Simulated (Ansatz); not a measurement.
These are B3LYP-D3(BJ)/def2-TZVP (Ansatz, a program for electronic structure) values and carry that method's errors. No frequencies were computed at this level.

Ansatz 0.2 input:
```yaml
crystal:
  periodic: [false, false, false]
  atoms:
    - { symbol: C, position_ang: [-0.573875, -0.844438, -0.003199] }
    - { symbol: C, position_ang: [-0.923751, 0.434856, 0.0024] }
    - { symbol: C, position_ang: [0.573875, 0.844439, 0.003202] }
    - { symbol: C, position_ang: [0.923752, -0.434856, -0.002402] }
    - { symbol: H, position_ang: [-1.084862, -1.786893, -0.006851] }
    - { symbol: H, position_ang: [-1.843248, 0.986089, 0.005287] }
    - { symbol: H, position_ang: [1.084862, 1.786893, 0.006855] }
    - { symbol: H, position_ang: [1.843249, -0.986089, -0.005291] }
basis:
  gaussian: { orbitals: def2-tzvp }
hamiltonian:
  xc: b3lyp
  dispersion: d3bj
relax:
  max_steps: 150
```

Output:

```
Functional definition: B3LYP
896 factors; their error is unknown
mean field evaluation 1: about -4202.4159 eV, gradient 5.8e1 eV
mean field evaluation 2: about -4196.5328 eV, gradient 7.6e1 eV
mean field evaluation 4: about -4210.6273 eV, gradient 9.0e-1 eV
mean field evaluation 8: about -4210.6089 eV, gradient 7.4e-3 eV
mean field evaluation 16: about -4210.6089 eV, gradient 3.4e-6 eV
mean field -4210.60885641 eV, -154.7370214199 hartree, gradient 3.4e-6 eV, S^2 0.000000; 0 other end points of the search recorded, 0 dependent functions left out
reference -4210.60907531 eV, -154.7370294643 hartree; 14, 14 occupied and 134, 134 virtual orbitals, 896 factors
relax step   1: F+E_penalty+E_count = -4210.84161466 eV  Δ(F+E_penalty+E_count) = +0.000e0 eV  max|allowed force component| = 3.961e-1 eV/Å  Δτ_max = 0.0000 Å  (29 SCF iters, accepted)
these checks for a lower state are left out or cut short: starts, cluster_reference, orbital_swaps, neighbouring_geometries, increment
896 factors; their error is unknown
mean field -4210.62660160 eV, -154.7376735435 hartree, gradient 2.5e-5 eV, S^2 0.000000; 0 other end points of the search recorded, 0 dependent functions left out
reference -4210.62682137 eV, -154.7376816200 hartree; 14, 14 occupied and 134, 134 virtual orbitals, 896 factors
relax step   2: F+E_penalty+E_count = -4210.86109969 eV  Δ(F+E_penalty+E_count) = -1.949e-2 eV  max|allowed force component| = 1.709e-1 eV/Å  Δτ_max = 0.0170 Å  (32 SCF iters, accepted)
these checks for a lower state are left out or cut short: starts, cluster_reference, orbital_swaps, neighbouring_geometries, increment
896 factors; their error is unknown
mean field evaluation 32: about -4210.6295 eV, gradient 2.4e-5 eV
mean field -4210.62953774 eV, -154.7377814448 hartree, gradient 2.4e-5 eV, S^2 0.000000; 0 other end points of the search recorded, 0 dependent functions left out
reference -4210.62975788 eV, -154.7377895349 hartree; 14, 14 occupied and 134, 134 virtual orbitals, 896 factors
relax step   3: F+E_penalty+E_count = -4210.86511168 eV  Δ(F+E_penalty+E_count) = -4.012e-3 eV  max|allowed force component| = 2.612e-2 eV/Å  Δτ_max = 0.0138 Å  (32 SCF iters, accepted)
these checks for a lower state are left out or cut short: starts, cluster_reference, orbital_swaps, neighbouring_geometries, increment
896 factors; their error is unknown
mean field -4210.62962261 eV, -154.7377845638 hartree, gradient 2.4e-5 eV, S^2 0.000000; 0 other end points of the search recorded, 0 dependent functions left out
reference -4210.62984268 eV, -154.7377926511 hartree; 14, 14 occupied and 134, 134 virtual orbitals, 896 factors
relax step   4: F+E_penalty+E_count = -4210.86520579 eV  Δ(F+E_penalty+E_count) = -9.410e-5 eV  max|allowed force component| = 1.109e-2 eV/Å  Δτ_max = 0.0021 Å  (32 SCF iters, accepted)
these checks for a lower state are left out or cut short: starts, cluster_reference, orbital_swaps, neighbouring_geometries, increment
896 factors; their error is unknown
mean field -4210.62969698 eV, -154.7377872966 hartree, gradient 2.4e-5 eV, S^2 0.000000; 0 other end points of the search recorded, 0 dependent functions left out
reference -4210.62991698 eV, -154.7377953816 hartree; 14, 14 occupied and 134, 134 virtual orbitals, 896 factors
relax step   5: F+E_penalty+E_count = -4210.86522922 eV  Δ(F+E_penalty+E_count) = -2.343e-5 eV  max|allowed force component| = 4.072e-3 eV/Å  Δτ_max = 0.0015 Å  (32 SCF iters, accepted)
896 factors; their error is unknown
mean field evaluation 64: about -4210.6297 eV, gradient 1.2e-3 eV
mean field -4210.62969698 eV, -154.7377872966 hartree, gradient 2.4e-5 eV, S^2 0.000000; 1 other end points of the search recorded, 0 dependent functions left out
reference -4210.62991698 eV, -154.7377953816 hartree; 14, 14 occupied and 134, 134 virtual orbitals, 896 factors
Total energy: -4210.86544923 eV, -154.7464510319 hartree
Atom 0 at    -0.584948    -0.849252    -0.003213 Å, force     0.001798    -0.003668    -0.000017 eV/Å
Atom 1 at    -0.935732     0.433365     0.002401 Å, force    -0.000319     0.004072     0.000017 eV/Å
Atom 2 at     0.584948     0.849253     0.003215 Å, force    -0.001798     0.003668     0.000017 eV/Å
Atom 3 at     0.935733    -0.433365    -0.002403 Å, force     0.000319    -0.004072    -0.000017 eV/Å
Atom 4 at    -1.118198    -1.787760    -0.006835 Å, force     0.000336     0.000117     0.000000 eV/Å
Atom 5 at    -1.872386     0.969871     0.005237 Å, force     0.000349     0.000071     0.000000 eV/Å
Atom 6 at     1.118198     1.787760     0.006837 Å, force    -0.000336    -0.000117    -0.000000 eV/Å
Atom 7 at     1.872387    -0.969871    -0.005240 Å, force    -0.000349    -0.000071    -0.000000 eV/Å
Dipole moment:     0.000000    -0.000000    -0.000000 e Å
```

Cost: about 16 core-seconds (a rough figure).
